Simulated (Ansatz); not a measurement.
Start from `CN(C)N` and change one atom or group to get `C[N](C)[MgH]`.

Ansatz, PBE0-D4/def2-TZVP geometries, multiplicity 1. Each molecule was computed in one conformer, which needn't be the lowest.

```json
{"property": "size of the dipole moment (PBE/def2-TZVPP) / D", "`CN(C)N`": "1.42"}
{"property": "HOMO–LUMO gap (PBE0/def2-TZVPP) / eV", "`CN(C)N`": "7.38"}
{"property": "HOMO energy (B3LYP/def2-TZVPP) / eV", "`CN(C)N`": "-6.19"}
{"property": "HOMO–LUMO gap (PBE/def2-TZVPP) / eV", "`CN(C)N`": "5.17"}
{"property": "size of the dipole moment (B3LYP/def2-TZVPP) / D", "`CN(C)N`": "1.50"}
{"property": "HOMO–LUMO gap (B3LYP/def2-TZVPP) / eV", "`CN(C)N`": "6.83"}
```

Q: What does the change do to each property? (Estimate.)

A: Ansatz gave: 
| property | `C[N](C)[MgH]` | shift |
| --- | --- | --- |
| size of the dipole moment (PBE/def2-TZVPP) / D | 0.24 | -1.18 |
| HOMO–LUMO gap (PBE0/def2-TZVPP) / eV | 4.93 | -2.45 |
| HOMO energy (B3LYP/def2-TZVPP) / eV | -5.26 | 0.93 |
| HOMO–LUMO gap (PBE/def2-TZVPP) / eV | 3.00 | -2.17 |
| size of the dipole moment (B3LYP/def2-TZVPP) / D | 0.22 | -1.28 |
| HOMO–LUMO gap (B3LYP/def2-TZVPP) / eV | 4.48 | -2.35 |

With PBE0 the HOMO rises by 0.96 eV and the LUMO falls by 1.50 eV, so the gap narrows by about 2.46 eV. PBE moves the HOMO by 0.75 eV and ωB97M-V by 1.02 eV. Dipoles are sizes alone; their direction can turn.

B3LYP here is the variant with VWN-RPA as its local correlation; programs differ in this.
